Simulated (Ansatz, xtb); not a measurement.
Relative energy of two isomers of HIOS2

Structure I: `OSSI`, a singlet. Structure II: `O[S@](=S)I`, a singlet. Both are isolated molecules in the gas phase, relaxed with B3LYP-D3(BJ)/def2-SVP; the shapes shown needn't be the lowest conformers.

I (Å):

```xyz
5

I     0.8585    3.9580    0.6356
O    -3.3487    3.2649    1.3845
S    -2.3364    2.0706    0.7906
S    -0.5857    2.2130    1.7527
H    -3.6173    3.0215    2.2864
```

II (Å):

```yaml
atoms:
  - { symbol: I, position_ang: [0.2849, 1.8978, 2.2153] }
  - { symbol: O, position_ang: [-2.9716, 2.5115, 1.8562] }
  - { symbol: S, position_ang: [-1.7218, 3.5995, 1.7877] }
  - { symbol: S, position_ang: [-1.6206, 4.3192, 0.0058] }
  - { symbol: H, position_ang: [-3.0929, 2.1148, 0.9715] }
```

Energies in hartree; the thermal terms are from B3LYP-D3(BJ)/def2-SVP harmonic frequencies (ideal gas, rigid rotor, one conformer each, 298.15 K, 1 atm) and include the zero-point energy:

```
                                I            II
E, CCSD(T)/def2-TZVP  −1168.320927  −1168.305625
   zero-point energy      0.016707      0.016897
        H(298 K) − E      0.023421      0.023478
        G(298 K) − E     −0.015475     −0.015015
```

**Question.** Work out ΔE, ΔE₀, ΔH and ΔG for I → II in kJ/mol (1 Eh = 2625.50 kJ/mol) and the equilibrium ratio [II]/[I].

**Answer.** 1. ΔE = −1168.305625 − (−1168.320927) = +0.015302 Eh = +40.18 kJ/mol.
2. ΔE₀ = ΔE + ΔZPE = +0.015302 + (+0.000190) Eh = +40.67 kJ/mol.
3. ΔH = ΔE + (+0.000057) Eh = +40.33 kJ/mol.
4. ΔG = ΔE + (+0.000460) Eh = +41.38 kJ/mol, so ΔS = (ΔH − ΔG)/T = −3.5 J/(mol K).
5. kT = 0.9442 mEh, so K = [II]/[I] = exp(−ΔG/kT) = exp(−16.69) ≈ 5.6 × 10^−8.

Structure I is favoured at this temperature. An error of 4 kJ/mol in ΔG would change K by a factor of 5. Mirror images and further conformers aren't counted.

As drawn, II has 1 S=S in place of 1 S–S.

Other levels gave ΔE = +21.7 (GFN2-xTB); +260.2 (HF/STO-3G, GFN2-xTB geometries); +37.5 (r2SCAN-D4/def2-SVP, GFN2-xTB geometries); +43.2 (B3LYP-D3(BJ)/def2-SVP); +77.3 (HF/def2-TZVP); +26.9 (MP2/def2-TZVP) kJ/mol. The correlated steps freeze 15 core orbitals; the filled d shell of I is correlated, in a basis made for valence electrons. Atoms past krypton carry core potentials in the def2 sets, without spin–orbit terms. Programs: Ansatz 0.2.0, xtb 6.7.1.
